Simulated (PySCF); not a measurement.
Sn(Me)2 (C2H6Sn), SMILES [Sn]([CH3])[CH3] (connectivity only; charge and spin as stated), neutral, multiplicity 1. Atoms are numbered in the order given.

```xyz
9

Sn     0.0000     0.0000     0.4356
C     -1.6025    -0.0001    -1.1131
H     -1.4790    -0.8899    -1.7678
H     -1.4851     0.8965    -1.7596
H     -2.6234    -0.0053    -0.6844
C      1.6025     0.0001    -1.1131
H      1.4790     0.8899    -1.7678
H      1.4851    -0.8965    -1.7596
H      2.6234     0.0053    -0.6844
```
Charge 0, spin multiplicity 1.

Coordinates come from a PBE-D3(BJ)/def2-SVP optimisation. The def2 effective core potentials stand for the cores of Sn; spin–orbit coupling is left out.

These are B3LYP/def2-TZVPD (PySCF) values and carry that method's errors.

Mulliken values depend strongly on the basis, most of all with diffuse functions as here. ESP charges are fitted to the potential on shells at 1.4 to 2.0 van der Waals radii. Atomic charges (e):

| atom | ESP fit | Mulliken |
|---|---|---|
| Sn1 | (withheld) | 0.73 |
| C2 | (withheld) | -1.15 |
| H3 | (withheld) | 0.26 |
| H4 | (withheld) | 0.26 |
| H5 | (withheld) | 0.26 |
| C6 | (withheld) | -1.15 |
| H7 | (withheld) | 0.26 |
| H8 | (withheld) | 0.26 |
| H9 | (withheld) | 0.26 |

### Question
What belongs in the gaps? (Estimate from the structure and the level; the computed values follow.)

### Answer

- Sn1, ESP fit: -0.04
- C2, ESP fit: 0.26
- H3, ESP fit: -0.07
- H4, ESP fit: -0.07
- H5, ESP fit: -0.10
- C6, ESP fit: 0.26
- H7, ESP fit: -0.07
- H8, ESP fit: -0.07
- H9, ESP fit: -0.10
